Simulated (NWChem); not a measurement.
Species: Si₂H₂, singlet; SMILES [Si]=[SiH2]

Results from NWChem. Low-valent species are run as closed-shell singlets; no triplet was tried in these runs. Each level has its own optimisation; frequencies are unscaled.

For level BP86/def2-TZVP:

```
Property                           Result
---------------------------------  ------
highest harmonic frequency (cm⁻¹)    2156
lowest (cm⁻¹)                         214
```

Q: Estimate the same quantities for level CAM-B3LYP/def2-SVP.

A: The highest harmonic frequency (cm⁻¹) is 2261 and the lowest (cm⁻¹) is 325.
